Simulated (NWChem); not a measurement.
System: BCl

NWChem input:

```
start job
memory heap 200 mb stack 900 mb global 1100 mb
geometry units angstroms noautosym nocenter noautoz
  B      0.000000     0.000000    -1.297369
  Cl     0.000000     0.000000     0.436174
end
basis spherical
  B library pcsseg-2
  Cl library pcsseg-2
end
dft
  xc hfexch
  iterations 150
end
property
  shielding
end
task dft property
```

Output (shortened):

```
             Northwest Computational Chemistry Package (NWChem) 7.3.0
             --------------------------------------------------------

                             Geometry "geometry" -> ""
                             -------------------------

 Output coordinates in angstroms (scale by  1.889725989 to convert to a.u.)

  No.       Tag          Charge          X              Y              Z
 ---- ---------------- ---------- -------------- -------------- --------------
    1 B                    5.0000     0.00000000     0.00000000    -1.29736900
    2 Cl                  17.0000     0.00000000     0.00000000     0.43617400

 Effective nuclear repulsion energy (a.u.)      25.9468995952

  xc_inp: hfexch multiplicative factor not found.
                              NWChem Property Module
                              ----------------------

  itol2e modified to match energy
  convergence criterion.

                                 NWChem DFT Module
                                 -----------------

 Summary of "ao basis" -> "ao basis" (spherical)
 ------------------------------------------------------------------------------
       Tag                 Description            Shells   Functions and Types
 ---------------- ------------------------------  ------  ---------------------
 B                          pcsseg-2                12       36   4s5p2d1f
 Cl                         pcsseg-2                15       43   5s7p2d1f

  itol2e modified to match energy
  convergence criterion.

            General Information
            -------------------
          SCF calculation type: DFT
          Wavefunction type:  closed shell.
          No. of atoms     :     2
          No. of electrons :    22
           Alpha electrons :    11
            Beta electrons :    11
          Charge           :     0
          Spin multiplicity:     1
          Use of symmetry is: off; symmetry adaption is: off
          Maximum number of iterations: 150
          AO basis - number of functions:    79
                     number of shells:    27
          Convergence on energy requested:  1.00D-07
          Convergence on density requested:  1.00D-05
          Convergence on gradient requested:  5.00D-04

              XC Information
              --------------
                     Hartree-Fock (Exact) Exchange  1.000

      Superposition of Atomic Density Guess
      -------------------------------------

 Sum of atomic energies:        -484.01600262

      Non-variational initial energy
      ------------------------------

 Total energy =    -484.254074
 1-e energy   =    -718.771267
 2-e energy   =     208.570293
 HOMO         =      -0.266320
 LUMO         =       0.016841

[...]

          -----------------------------------------
          Chemical Shielding Tensors (GIAO, in ppm)
          -----------------------------------------

                                NWChem CPHF Module
                                ------------------

  scftype          =     RHF
  nclosed          =       11
  nopen            =        0
  variables        =      748
  # of vectors     =        3
  tolerance        = 0.10D-03
  level shift      = 0.00D+00
  max iterations   =       50
  max subspace     =       30

 SCF residual:    4.7401080837826629E-005

Iterative solution of linear equations
  No. of variables      748
  No. of equations        3
  Maximum subspace       30
        Iterations       50
       Convergence  1.0D-04

   iter   nsub   residual    time
   ----  ------  --------  ---------
     1      3    1.27D+00       8.0
     2      6    2.80D-01       9.4
     3      9    8.98D-02      10.7
     4     12    1.52D-02      12.1
     5     15    2.26D-03      13.4
     6     18    4.01D-04      14.8
     7     21    3.99D-05      16.1

      Atom:    1  B
        Diamagnetic
    188.3539     -0.0000      0.0000
     -0.0000    188.3539      0.0000
      0.0000      0.0000    210.2408

        Paramagnetic
   -335.2727      0.0000     -0.0000
      0.0000   -335.2727     -0.0000
     -0.0000     -0.0000     -0.0000

        Total Shielding Tensor
   -146.9188      0.0000     -0.0000
      0.0000   -146.9188     -0.0000
     -0.0000     -0.0000    210.2408

           isotropic =     -27.8656
          anisotropy =     357.1596

          Principal Components and Axis System
                 1           2           3
              210.2408   -146.9188   -146.9188

      1        -0.0000      1.0000      0.0000
      2        -0.0000      0.0000      1.0000
      3         1.0000     -0.0000     -0.0000

      Atom:    2  Cl
        Diamagnetic
   1148.9615      0.0000     -0.0000
      0.0000   1148.9615      0.0000
     -0.0000      0.0000   1149.5097

        Paramagnetic
  -1244.9277      0.0000      0.0000
      0.0000  -1244.9277      0.0000
      0.0000      0.0000      0.0000

        Total Shielding Tensor
    -95.9662      0.0000      0.0000
      0.0000    -95.9662      0.0000
      0.0000      0.0000   1149.5097

           isotropic =     319.1924
          anisotropy =    1245.4758

          Principal Components and Axis System
                 1           2           3
             1149.5097    -95.9662    -95.9662

      1         0.0000      0.0000      1.0000
      2         0.0000      1.0000      0.0000
      3         1.0000      0.0000      0.0000
```

Level: Hartree-Fock/pcSseg-2, GIAO. The geometry was optimised at PBE-D3(BJ)/def2-SVP. The printed shielding anisotropy is the first printed principal value minus the mean of the other two.
